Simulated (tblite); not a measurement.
Species: C3H4OSi.
Atom-mapped SMILES: `[O:1]=[C:2]1[CH:3]=[CH:4][SiH2:5]1` (hydrogens: H6 on C3; H7 on C4; H8, H9 on Si5)

All values are computed: GFN2-xTB (tblite) harmonic vibrations without scaling, gas phase. This tight-binding method is rough: wavenumbers can miss measured ones by several per cent, in bad cases by 10 to 20. Modes of hydrogen on silicon can be 10 to 20 % off.

Harmonic wavenumbers (cm⁻¹): 150.2, 337.1, 371.6, 439.9, 575.8, 577.1, 577.5, 636.7, 754.8, 794.3, 813.3, 895.6, 1003.3, 1052.0, 1228.7, 1553.9, 1781.4, 2283.9, 2295.3, 3069.7, 3089.2.

A = 6989, B = 4134, C = 2679 MHz; mass 84.003 u (most abundant isotopes); point group Cs, symmetry number 1.

Question: Zero-point energy?

Answer: ½Σν̃ = 12141 cm⁻¹ = 34.71 kcal/mol.

Question: Entropy at 298.15 K, 1 bar (ideal gas, RRHO, classical rotation)?

Answer: Translation 39.22, rotation 25.83, vibration 8.68: S = 73.7 cal/(mol K).

Question: And Cp and H(298.15 K) − H(0)?

Answer: Cp = 22.07 cal/(mol K), of which vibrations give 14.12 (their classical limit is 21 R = 41.7); H(298.15 K) − H(0) = 4.05 kcal/mol without the zero-point energy, 1.68 from vibrations.

Question: How do the functions run with temperature in this model?

Answer: 
| T (K) | S (cal/(mol K)) | Cp (cal/(mol K)) | H − H(0) (kcal/mol) | G − H(0) (kcal/mol) | ln q(vib) |
| --- | --- | --- | --- | --- | --- |
| 100 | 57.4 | 10.2 | 0.87 | -4.87 | 0.14 |
| 200 | 66.2 | 16.1 | 2.17 | -11.06 | 0.69 |
| 300 | 73.9 | 22.2 | 4.09 | -18.07 | 1.55 |
| 500 | 87.3 | 30.5 | 9.44 | -34.23 | 3.65 |
| 800 | 103.4 | 37.5 | 19.75 | -62.95 | 6.91 |
| 1000 | 112.1 | 40.4 | 27.56 | -84.51 | 8.95 |

q(vib) and H(0) count from the zero-point level.

Question: What must be added to the electronic energy to get the Gibbs energy at 298.15 K and 1 bar?

Answer: ZPE + [H(298.15 K) − H(0)] − T·S = 34.71 + 4.05 − 21.98 = 16.78 kcal/mol.

Hindered rotation and anharmonicity are outside this model.
